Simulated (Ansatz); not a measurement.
Reactions of `[Cl][GeH2][GeH2][Cl]`.

Program: Ansatz. Geometries: PBE0-D4/def2-TZVP. ΔE: electronic, gas phase. CBS: MP2 limit from def2 TZ/QZ plus the TZ coupled-cluster correction, frozen cores. This one scheme is used for every species, atoms too. Functionals use def2-TZVPP. No spin–orbit coupling; open shells (•) take unrestricted orbitals. Spin–orbit coupling would lower the free atoms: a little for Cl; clearly for Ge. For Ge outer-core shells are correlated without core-valence functions, so the limit isn't a true one: a few kJ/mol of doubt a bond, and 10 to 20 or more in all where bonds break to atoms. Scalar relativity is left out up to krypton. One conformer a species, not always the lowest.

```tsv
reaction	CCSD(T)/CBS(def2) (kcal/mol)
`[Cl][GeH2][GeH2][Cl]` + HCl → `[Cl][GeH2][Cl]` + `[Cl][GeH3]`	-10.1
`[Cl][GeH2][GeH2][Cl]` + CH₃NH₂ → `C[NH][GeH2][Cl]` + `[Cl][GeH3]`	1.5
`[Cl][GeH2][GeH2][Cl]` + `CO[SiH2]Cl` → `Cl[SiH2][O][GeH2][Cl]` + `[CH3][GeH2][Cl]`	?
`[Cl][GeH2][GeH2][Cl]` + `CN[SiH2]Cl` → `C[N]([SiH2]Cl)[GeH2][Cl]` + `[Cl][GeH3]`	0.7
`[Cl][GeH2][GeH2][Cl]` + CH₃SH → `C[S][GeH2][Cl]` + `[Cl][GeH3]`	-6.2
`[Cl][GeH2][GeH2][Cl]` → 2 Cl• + 2 Ge• + 4 H•	508.9
`[Cl][GeH2][GeH2][Cl]` + `F[SiH2]Cl` → `F[SiH](Cl)[GeH2][Cl]` + `[Cl][GeH3]`	6.1
`[Cl][GeH2][GeH2][Cl]` → 2 `[Cl][GeH2]`•	?
```

Question: Fill in the missing values. (Best estimate.)

Answer: The calculation gave: `[Cl][GeH2][GeH2][Cl]` + `CO[SiH2]Cl` → `Cl[SiH2][O][GeH2][Cl]` + `[CH3][GeH2][Cl]`: -28.4 kcal/mol; `[Cl][GeH2][GeH2][Cl]` → 2 `[Cl][GeH2]`•: +73.6 kcal/mol.

Largest T1 diagnostic: 0.012, for `[Cl][GeH2]`•.
